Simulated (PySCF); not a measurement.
C5H6F2.
Atom-mapped SMILES: `[F:1][CH2:2][C@H:3]([F:4])[CH:5]1[CH:6]=[CH:7]1` (hydrogens: H8, H9 on C2; H10 on C3; H11 on C5; H12 on C6; H13 on C7)

Level of theory: PBE0-D3(BJ)/def2-SVP geometry optimisation, gas phase (PySCF).

(1) Give the optimised bond lengths and angles.

Results:

(1) 
```csv
bond,length (bohr)
F1–C2,2.590
C2–C3,2.867
C3–F4,2.610
C3–C5,2.845
C5–C6,2.832
C6=C7,2.450
C5–C7,2.831
C2–H8,2.084
C2–H9,2.086
C3–H10,2.089
C5–H11,2.088
C6–H12,2.053
C7–H13,2.053
```

A selection of angles:
```csv
angle,degrees
F1–C2–C3,109.4
F1–C2–H8,109.5
F1–C2–H9,109.3
C3–C2–H8,110.1
C3–C2–H9,110.0
H8–C2–H9,108.6
C2–C3–F4,106.5
C2–C3–C5,112.7
C2–C3–H10,109.0
F4–C3–C5,110.2
F4–C3–H10,108.6
C5–C3–H10,109.7
C3–C5–C6,122.1
C3–C5–C7,120.6
C3–C5–H11,111.6
C6–C5–C7,51.3
C6–C5–H11,119.6
C7–C5–H11,119.3
C5–C6–C7,64.3
C5–C6–H12,145.2
C7–C6–H12,150.5
C6–C7–H13,151.2
C5–C7–C6,64.4
C5–C7–H13,144.4
```

Torsions: F1–C2–C3–F4 -175° (antiperiplanar); C2–C3–C5–C6 -142° (anticlinal); C3–C5–C6–C7 105° (anticlinal); C3–C5–C7–C6 -109° (anticlinal).

The C–C distances run from 1.297 Å (C6=C7, drawn double) to 1.517 Å (C2–C3, drawn single), a spread of 0.220 Å. The 3-membered ring C5–C6–C7 has internal angles of 51.3° to 64.4°. Of the pairs four or more bonds apart, F1···C7 is among the closest relative to their van der Waals radii: 3.11 Å, 98 % of the sum of Bondi's values.

Point group: C1 (no symmetry element, even within 0.4 Å). No frequency check. One conformer, not necessarily the lowest.
